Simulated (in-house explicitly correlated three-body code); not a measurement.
Computed with an exponentially correlated three-body code. Model: two electrons around a point charge, non-relativistic, variational in 260 exponentially correlated functions (energies converged to about 1e-7 hartree, or 1e-8 relative for large Z).

Command:
```bash
python run_hyl.py task.json out
```
Settings (lengths in bohr, energies in hartree):
```
Z                      2
nuclear_mass           206.7683
interaction_strength   1
functions              260
states_tried           13
```

Cost of the run: 39 s on 1 thread of AMD EPYC 7R13 Processor (Zen 3) (shared host).

**Those bound S and P states to n = 4 that converged, binding against the one-electron ion.**

Given: nuclear charge 2; mass of the centre 206.77 electron masses.

Computed: one-electron threshold -1.99037389 hartree.

| term | energy (hartree) | binding (eV) |
| --- | --- | --- |
| 1 1S | -2.8889975 | 24.453 |
| 2 3S | -2.16472556 | 4.7444 |
| 2 1S | -2.13560295 | 3.9519 |
| 2 3P | -2.12321119 | 3.6147 |
| 2 1P | -2.11340422 | 3.3478 |
| 3 3S | -2.0587242 | 1.8599 |
| 3 1S | ? | ? |
| 3 3P | -2.04826486 | 1.5753 |
| 3 1P | -2.04518651 | 1.4915 |
| 4 3S | -2.02670722 | 0.98868 |
| 4 1S | ? | ? |
| 4 3P | -2.02257956 | 0.87636 |
| 4 1P | -2.02126476 | 0.84058 |

Question: What belongs in the row 3 1S?

Answer: energy (hartree): -2.05133972; binding (eV): 1.659.

Question: What belongs in the row 4 1S?

Answer: energy (hartree): -2.02379439; binding (eV): 0.90942.

**Converged states only, values per electron or pair.**

| term | mean r (bohr) | mean r squared (bohr²) | mean inverse r (1/bohr) | mean r12 (bohr) | mean inverse r12 (1/bohr) | mean cosine | mean p1 dot p2 (bohr⁻²) | delta r1 (bohr⁻³) | delta r12 (bohr⁻³) |
| --- | --- | --- | --- | --- | --- | --- | --- | --- | --- |
| 1 1S | 0.93425 | 1.2059 | 1.6799 | 1.4283 | 0.94157 | -0.062549 | 0.15307 | 1.784 | 0.10477 |
| 2 3S | 2.5632 | 11.58 | 1.1491 | 4.4692 | 0.26689 | -0.01512 | 0.0068228 | 1.3014 | - |
| 2 1S | 2.9882 | 16.254 | 1.1299 | 5.2962 | 0.24846 | -0.014176 | 0.0081241 | 1.2906 | 0.0085357 |
| 2 3P | 2.6799 | 13.267 | 1.1282 | 4.7086 | 0.26625 | -0.036424 | -0.065917 | 1.2404 | - |
| 2 1P | 2.9308 | 15.986 | 1.1175 | 5.1746 | 0.24314 | -0.0042817 | 0.04401 | 1.2563 | 0.00070841 |
| 3 3S | 5.885 | 69.391 | 1.0585 | 11.053 | 0.11675 | -0.0039491 | 0.0014924 | 1.2666 | - |
| 3 1S | ? | ? | ? | ? | ? | ? | ? | ? | ? |
| 3 3P | ? | ? | ? | ? | ? | ? | ? | ? | - |
| 3 1P | 6.7207 | 93.013 | 1.0498 | 12.717 | 0.10886 | -0.00094149 | 0.01384 | 1.2554 | 0.00024342 |
| 4 3S | 10.714 | 240.93 | 1.0296 | 20.693 | 0.06494 | -0.0015251 | 0.00049093 | 1.2595 | - |
| 4 1S | 11.609 | 284.23 | 1.0275 | 22.482 | 0.062452 | -0.0016589 | 0.00075224 | 1.2589 | 0.00098531 |
| 4 3P | 11.511 | 281.99 | 1.0274 | 22.289 | 0.064283 | -0.0041591 | -0.0077977 | 1.2531 | - |
| 4 1P | 12.017 | 307.63 | 1.026 | 23.297 | 0.061475 | -0.00033156 | 0.0058877 | 1.2551 | 0.00010776 |

Question: What belongs in the row 3 1S?

Answer: mean r (bohr): 6.5443; mean r squared (bohr²): 86.755; mean inverse r (1/bohr): 1.0534; mean r12 (bohr): 12.366; mean inverse r12 (1/bohr): 0.11097; mean cosine: -0.0040837; mean p1 dot p2 (bohr⁻²): 0.002047; delta r1 (bohr⁻³): 1.2647; delta r12 (bohr⁻³): 0.0024022.

Question: What belongs in the row 3 3P?

Answer: mean r (bohr): 6.3418; mean r squared (bohr²): 82.637; mean inverse r (1/bohr): 1.053; mean r12 (bohr): 11.969; mean inverse r12 (1/bohr): 0.11559; mean cosine: -0.010205; mean p1 dot p2 (bohr⁻²): -0.018798; delta r1 (bohr⁻³): 1.2508.
